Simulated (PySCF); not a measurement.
# How the method changes the constants of YbBr

State: doublet, about 14.0 electrons in the 4f shell (Mulliken). Set-up: basis Yb x2c-SVPall, Br x2c-SVPall; spin-free X2C with a Gaussian nucleus; PySCF 2.14. De refers to Yb (4f14 6s2) + Br in their high-spin ground configurations, without counterpoise correction. The functionals are run spin-unrestricted. A positive dipole means Yb(−)Br(+).

```json
{"Level": "UHF", "Re (Å)": "2.731", "ωe (cm⁻¹)": "190", "De (eV)": "n/a", "μ (D)": "-5.65", "CPU s a point (SCF and correlation, without the integrals)": "3.8"}
{"Level": "UHF-MP2", "Re (Å)": "2.613", "ωe (cm⁻¹)": "210", "De (eV)": "n/a", "μ (D)": "n/a", "CPU s a point (SCF and correlation, without the integrals)": "8.5"}
{"Level": "UHF-SCS-MP2", "Re (Å)": "2.637", "ωe (cm⁻¹)": "206", "De (eV)": "n/a", "μ (D)": "n/a", "CPU s a point (SCF and correlation, without the integrals)": "n/a"}
{"Level": "PBE", "Re (Å)": "2.616", "ωe (cm⁻¹)": "201", "De (eV)": "3.58", "μ (D)": "-4.27", "CPU s a point (SCF and correlation, without the integrals)": "23"}
{"Level": "PW91", "Re (Å)": "2.613", "ωe (cm⁻¹)": "202", "De (eV)": "3.64", "μ (D)": "-4.30", "CPU s a point (SCF and correlation, without the integrals)": "29"}
{"Level": "r²SCAN", "Re (Å)": "2.607", "ωe (cm⁻¹)": "206", "De (eV)": "3.89", "μ (D)": "-4.54", "CPU s a point (SCF and correlation, without the integrals)": "20"}
{"Level": "PBE0", "Re (Å)": "2.640", "ωe (cm⁻¹)": "199", "De (eV)": "3.51", "μ (D)": "-4.95", "CPU s a point (SCF and correlation, without the integrals)": "12"}
{"Level": "M06", "Re (Å)": "2.644", "ωe (cm⁻¹)": "201", "De (eV)": "2.93", "μ (D)": "-5.38", "CPU s a point (SCF and correlation, without the integrals)": "67"}
```

The bond length runs from 2.607 Å (r²SCAN) to 2.731 Å (UHF). De spans 2.93 eV (M06, hybrid meta-GGA) to 3.89 eV (r²SCAN, meta-GGA).

Correlated steps freeze 27 core orbitals. These are scalar-relativistic numbers at best; spin–orbit coupling would shift them, the dissociation energy most. With d or f electrons several states lie close, and the lowest PBE0 determinant need not be the measured ground state.

The whole job (state search and all levels along the bond) took about 19 min on 4 threads of Arm Neoverse V1 (shared host), peak memory 4.1 GiB.
